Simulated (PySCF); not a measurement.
Mg(F)(SMe) (CH3FMgS), SMILES C[S][Mg][F]. Atoms are numbered in the order given.

```xyz
7

Mg     0.1115    -1.0538     0.0000
F     -0.3137    -2.7597     0.0000
S      0.6832     1.1686     0.0000
C     -0.9415     2.0185     0.0000
H     -1.5324     1.7889     0.8977
H     -0.7331     3.0971     0.0000
H     -1.5324     1.7889    -0.8977
```

The structure is a stationary point at PBE0-D3(BJ)/def2-SVP. Other conformers were not sampled.

These are PySCF with r2SCAN/def2-TZVPD values and carry that method's errors.

Symmetry labels are those of the subgroup Cs that the program uses (full group Cs).

**Question.** List the valence orbital energies around the gap with their symmetry. (Estimate from the structure and the level; the computed values follow.)

**Answer.** 
```csv
orbital,symmetry,energy (eV)
HOMO−7,A',-10.92
HOMO−6,A",-10.85
HOMO−5,A',-9.36
HOMO−4,A',-9.10
HOMO−3,A',-8.52
HOMO−2,A",-8.51
HOMO−1,A',-6.71
HOMO,A",-5.81
LUMO,A',-1.77
LUMO+1,A',-0.96
LUMO+2,A",-0.23
LUMO+3,A',0.71
```
